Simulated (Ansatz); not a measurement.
Basis-set series for `[NH]=[Ta]([NH2])([NH2])[Cl]`. Total charge 0; spin multiplicity 1. Ta: def2 effective core potential. All single points use the PBE0-D4/def2-TZVP geometry. It is one conformer, not always the lowest.

```json
{"functional": "PBE0-D4", "basis": "def2-TZVPP", "functions": "261", "energy (Eh)": "-684.42078", "HOMO (eV)": "-7.47", "LUMO (eV)": "-0.48"}
{"functional": "PBE0-D4", "basis": "def2-QZVPP", "functions": "472", "energy (Eh)": "-684.44521", "HOMO (eV)": "-7.52", "LUMO (eV)": "-0.57"}
{"functional": "ωB97M-V", "basis": "def2-TZVPP", "functions": "261", "energy (Eh)": "-684.59343", "HOMO (eV)": "-9.76", "LUMO (eV)": "1.22"}
{"functional": "ωB97M-V", "basis": "def2-QZVPP", "functions": "472", "energy (Eh)": "-684.61665", "HOMO (eV)": "-9.82", "LUMO (eV)": "0.64"}
```

Problem. Give the rows for def2-SVP. (An estimate is asked.)

Solution. The calculation gave: 
```json
{"functional": "PBE0-D4", "basis": "def2-SVP", "functions": "117", "energy (Eh)": "-684.04470", "HOMO (eV)": "-7.34", "LUMO (eV)": "-0.28"}
{"functional": "ωB97M-V", "basis": "def2-SVP", "functions": "117", "energy (Eh)": "-684.21093", "HOMO (eV)": "-9.60", "LUMO (eV)": "1.46"}
```

Positive LUMOs are unbound and depend on the basis.

Results of the Gaussian-basis code of Ansatz.
